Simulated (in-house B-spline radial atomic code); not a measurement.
BLYP excitations of Kr⁸⁺

Method: BLYP. Computed with a B-spline radial code for spherical atoms: linear response of the closed shell [Ar] 3d10 with the functional's adiabatic kernel; non-relativistic, point nucleus, no spin-orbit coupling, no double excitations, S, P, D and F terms only. Only terms of natural parity with L up to 3 were computed.

Without relativity these are model numbers for so heavy an element.

Command:
```bash
python run_td.py task.json out
```
Settings (radii: box in bohr, nucleus in fm):
```
Z                        36
electrons                28
configuration            [Ar] 3d10
hamiltonian              nr
method                   b88,lyp
box_radius               11.59
intervals                52
```

Time taken, with all properties: 0.7 s on 1 thread of Intel(R) Xeon(R) Platinum 8259CL CPU @ 2.50GHz (Skylake/Cascade Lake), on a shared host.

The lowest states, in the order of their Tamm-Dancoff energies; the method's threshold (minus the highest occupied level) is 216.22 eV. Labels give the largest channel, * marks a mixed state, and oscillator strengths are full-response dipole values. Semilocal kernels can invert the small singlet-triplet splittings of Rydberg terms. Energies in eV:

```
     state  full response  Tamm-Dancoff  oscillator strength
3d → 4s 3D          81.62         81.64                    -
3d → 4s 1D              ?             ?                    -
3d → 4p 3P              ?             ?                    -
3d → 4p 3F          99.10         99.12                    -
3d → 4p 1F         100.08        100.08                    -
3d → 4p 1P         101.56        101.65                0.503
3d → 4d 3S         126.79        126.83                    -
3d → 4d 3D         127.89        127.90                    -
3d → 4d 1D         129.18        129.21                    -
3d → 4d 1S         137.32        138.36                    -
```

Problem. Where does 3d → 4s 1D lie?

Solution. At 82.65 eV in full response, 82.66 eV in Tamm-Dancoff.

Problem. Where does 3d → 4p 3P lie?

Solution. At 98.92 eV in full response, 98.94 eV in Tamm-Dancoff.

Problem. How large is the singlet-triplet splitting of 3d → 4s (D terms) in Tamm-Dancoff?

Solution. 1.02 eV, from the unrounded values.

Problem. What polarisabilities and dispersion coefficient does the method give?

Solution. Dipole 0.2104 bohr³, quadrupole 0.1434 bohr⁵, C6 0.2466 hartree·bohr⁶ for two such species.
